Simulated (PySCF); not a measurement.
C₃H₅FOSi, SMILES F[SiH2]C1=COC1.

Geometry optimised at B3LYP-D3(BJ)/def2-SVP. The structure was generated by enumeration, and PubChem lists no compound with its InChIKey, so it may never have been made. The values are those of a single conformer.

The numbers are results of TDA-PBE/def2-SVPD (PySCF), not measurements.

Vertical excitations. Isolated molecule, no solvent.

```
state  energy (eV)  λ (nm)      f          main pairs
-----  -----------  ------  -----  ------------------
S1            4.87     255  0.000   HOMO→LUMO+1 100 %
S2            5.86     211  0.001   HOMO→LUMO+2 100 %
S3            6.08     204  0.000    HOMO→LUMO+3 99 %
S4            6.23     199  0.314      HOMO→LUMO 82 %
S5            6.70     185  0.009    HOMO→LUMO+4 93 %
S6            6.83     181  0.001    HOMO−1→LUMO 93 %
S7            6.95     178  0.006    HOMO→LUMO+5 97 %
S8            7.02     177  0.002  HOMO−1→LUMO+1 89 %
S9            7.05     176  0.000    HOMO→LUMO+6 98 %
S10           7.15     173  0.003    HOMO−2→LUMO 78 %
T1            3.85     322      0      HOMO→LUMO 98 %
T2            4.77     260      0   HOMO→LUMO+1 100 %
T3            5.79     214      0    HOMO→LUMO+2 94 %
T4            5.87     211      0    HOMO→LUMO+3 94 %
```
Triplets are in the Tamm–Dancoff approximation.
